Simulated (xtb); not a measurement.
C2H3BF2O, SMILES OB(F)/C=C/F. All values are semi-empirical tight-binding results from xtb (GFN2-xTB unless named), good for trends rather than for accurate numbers. Geometry: GFN2-xTB. The structure was generated by enumeration; whether it is a known compound was not checked. The values are those of a single conformer.

```yaml
point_group_as_xtb_finds_it: Cs
orbital_gap: 4.55 eV
dipole_moment: 2.58 D
zero_point_energy: 34.1 kcal/mol
G − E(el) at 298.15 K (modified RRHO): 14.9 kcal/mol
static polarisability (D4 model): 45.5 bohr³
solvation energy, GFN2-xTB/ALPB(water): -7.4 kcal/mol
solvation energy, GFN2-xTB/ALPB(toluene): -4.5 kcal/mol
```

Computed IR lines (harmonic; lines under 4 % of the strongest left out, lines within 3 cm⁻¹ merged):
ν (cm⁻¹): 182 (w), 581 (s), 759 (w), 905 (s), 998 (w), 1084 (vs), 1194 (w), 1256 (vs), 1266 (w), 1342 (vs), 1669 (s), 3088 (w), 3647 (w) (against the strongest line: vs over 80 %, s over 45 %, m over 15 %, w over 4 %, vw less)
